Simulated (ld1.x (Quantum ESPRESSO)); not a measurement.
## Varying the PAW potential for B

Base potential:

```
Element                 : boron
Generator               : ld1.x (Quantum ESPRESSO) 7.5
Type                    : PAW
Functional              : PBE
Relativity              : scalar-relativistic
Frozen core             : [He]
Valence charge          : 3
Reference configuration : 2s2 2p1
Partial waves           : 2s (bound): rcut 1.15, rcutus 1.60 bohr; 2s channel at 0.15 Ry: rcut 1.15, rcutus 1.60 bohr; 2p (bound): rcut 2.50, rcutus 3.35 bohr; 2p channel at 2.2 Ry: rcut 2.50, rcutus 3.35 bohr; 3d channel at 0.05 Ry: rcut 2.50, rcutus 2.65 bohr
Local potential         : all-electron potential smoothed inside 1.75 bohr (lloc = -1)
Core correction         : Bessel-smoothed model core inside 1.05 bohr
Augmentation charge     : PSQ, inside the norm-conserving radii
```

All-electron outer shells of the reference configuration (PBE, scalar-relativistic, ld1.x):

| shell | level (eV) | outermost node (bohr) | outermost maximum (bohr) |
| --- | --- | --- | --- |
| 1s | -180.59 | – | 0.21 |
| 2s | -9.44 | 0.46 | 1.52 |
| 2p | -3.61 | – | 1.57 |

Cutoffs, loose and tight: the cutoffs (Ry, on a coarse ladder) from which the occupation-weighted sum of valence levels, in a spherical-Bessel basis at the reference potential, stays within 10 and 1 mRy of its value at 400 Ry. They do not see the model core or the augmentation charge, which bear on the density cutoff. Test errors are all-electron minus pseudo excitation energies from the reference, over the configurations 2s2 2p0; 2s1 2p0; 2s2 2p0.5; 2s2 2p1.3; 2s1 2p2; 2s1 2p1; 2s0 2p3. A dash means not determined; rows that change the core or the reference have their own tests. The largest error is taken over the tests solved by every variant that gives reliable tests at all: 2s1 2p0; 2s1 2p2; 2s2 2p0; 2s2 2p0.5; 2s2 2p1.3.

Cutoffs are not given where the Bessel-basis levels miss the radial ones by over 6 mRy, ghosts where they miss by over 20 mRy; a channel whose overlap is not positive is not tested.

A file whose overlap is not positive is unfit for use, and its test errors describe a broken file.

```tsv
change	outcome	cutoff, loose	cutoff, tight	bound ghosts	largest test error (meV)
base	generated, overlap not positive	–	–	not determined (overlap not positive)	-4.6
waves 2p (bound): rcut 2.50, rcutus 4.90 bohr; 2p channel at 2.2 Ry: rcut 2.50, rcutus 4.90 bohr	generated, overlap not positive	–	–	not determined (overlap not positive)	-3675
waves 2s (bound): rcut 1.15, rcutus 2.06 bohr; 2s channel at 0.15 Ry: rcut 1.15, rcutus 2.06 bohr	generated, overlap not positive	–	–	not determined (overlap not positive)	+1.9
core correction a·sin(br)/r model core, default radius (ld1.x builds one for every PAW set, though the input has nlcc=.false.)	generated, overlap not positive	–	–	not determined (overlap not positive)	-6.5
wave 3d channel at 0.05 Ry: rcut 2.50, rcutus 2.65 bohr becomes 3d channel at 0.05 Ry: rc 2.65 bohr; local potential the d channel	generated	6 Ry	8 Ry	none	-6.2
functional LDA (PZ)	generated	6 Ry	8 Ry	none	-7.9
wave 2p channel at 2.2 Ry: rcut 2.50, rcutus 3.35 bohr becomes 2p channel at 3 Ry: rcut 2.50, rcutus 3.35 bohr	generated, overlap not positive	–	–	not determined (overlap not positive)	-4.6
all radii but the core radius scaled by about 0.79 (s 1.28, p 2.66, d 2.10 bohr, rcut 0.92/1.98/1.98); local potential all-electron potential smoothed inside 1.40 bohr (lloc = -1)	generated, overlap not positive	–	–	not determined (overlap not positive)	-4.9
wave 3d channel at 0.05 Ry: rcut 2.50, rcutus 2.65 bohr becomes 3d channel at 0.05 Ry: rcut 2.50, rcutus 3.82 bohr	generated	6 Ry	8 Ry	none	-4.6
added wave 3d channel at 2.2 Ry: rcut 2.50, rcutus 2.65 bohr	generated	6 Ry	8 Ry	none	-4.6
augmentation BESSEL, radius 1.10 bohr	generated, overlap not positive	–	–	not determined (overlap not positive)	test run stopped at test 1 of 7 (negative rho)
```

Question: What comes out with this change to the base: local potential all-electron potential smoothed inside 2.82 bohr (lloc = -1)?

Answer: outcome: generated; cutoff, loose: 6 Ry; cutoff, tight: 8 Ry; bound ghosts: none; largest test error (meV): -0.7.
